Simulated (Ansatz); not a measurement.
System: MnCl$_{2}$, charge 0, multiplicity 6. The spin state was set by rule; other spins were not relaxed. 
Coordinates optimised at B3LYP-D3(BJ)/def2-TZVP (Ansatz, a quantum-chemistry and plane-wave program):
```
Mn
Cl 1 2.1895
Cl 1 2.1895 2 180.00
```
Charge 0, spin multiplicity 6.

Computed values are from Ansatz. Correlated levels leave the core frozen unless marked. Open shells are spin-unrestricted. Spin-orbit coupling is left out. The frozen core is the preceding noble-gas configuration, with the filled d and f shells of earlier blocks. Non-relativistic. CBS(X,Y): correlation extrapolated as X^-3; Hartree-Fock from the larger set. [CCSD(T)-MP2]/basis is that difference in the basis named.

### Question
What is the total energy at RI-MP2/CBS(def2-TZVPPD,def2-QZVPPD)+[CCSD(T)-MP2]/def2-TZVPPD?

### Answer
-2069.7344 Eh.

### Question
What is the dipole moment at CCSD(T)/def2-SVPD?

### Answer
0.00 D.

### Question
What is the atomisation energy De at RI-MP2/CBS(def2-TZVPPD,def2-QZVPPD)+[CCSD(T)-MP2]/def2-TZVPPD?

### Answer
189.0 kcal/mol.

### Question
What is the T1 diagnostic at CCSD/def2-TZVPPD?

### Answer
0.018.
